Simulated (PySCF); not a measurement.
TiH (quartet state).
Z-matrix (Å and degrees, PBE0-D3(BJ)/def2-SVP geometry), rows numbered from 1:
```
Ti
H   1  1.7509
```

Level of theory: PBE0-D3(BJ)/def2-SVP geometry optimisation, gas phase in PySCF.

Take the most abundant isotopes and a rigid rotor. 

Task: What are the moment of inertia and the rotational constant?

Result: I = 3.026 u·Å², B = 505379 MHz·u·Å²/I = 167003 MHz (5.5706 cm⁻¹, or 8.015 K as hB/k). For two atoms I = μr² with μ = 0.9871 u and r = 1.7509 Å.

If the electronic state has orbital angular momentum about the axis (Π, Δ; not determined here), the simple ladder of levels BJ(J+1) doesn't apply.

Stationary, but not proved a minimum. ⟨S²⟩ = 3.757 (exact for a quartet: 3.75). These are rigid-rotor constants of the computed structure; measured ground-state constants (B0) also hold zero-point vibration.

***

BeO.
SMILES: `[Be]=[O]`

Method used: PBE0-D3(BJ)/def2-SVP geometry optimisation, gas phase in PySCF.

Take the most abundant isotopes and a rigid rotor. 

Question: What are the moment of inertia and the rotational constant?

Answer: I = 10.327 u·Å², B = 505379 MHz·u·Å²/I = 48936 MHz (1.6323 cm⁻¹, or 2.349 K as hB/k). For two atoms I = μr² with μ = 5.7643 u and r = 1.3385 Å.

Question: List the first levels of a rigid rotor in a Σ state.

Answer: E(J) = BJ(J+1): J = 1: 3.265, J = 2: 9.794, J = 3: 19.588, J = 4: 32.647, J = 5: 48.970, J = 6: 68.558 cm⁻¹.

Question: Where do the first rotational lines fall?

Answer: The dipole is 5.99 D; J+1 ← J lies at 2B(J+1): 1 ← 0 at 97.87 GHz, 2 ← 1 at 195.75 GHz, 3 ← 2 at 293.62 GHz, 4 ← 3 at 391.49 GHz, 5 ← 4 at 489.36 GHz, 6 ← 5 at 587.24 GHz.

No frequency check. Zero-point vibration and centrifugal distortion are left out.
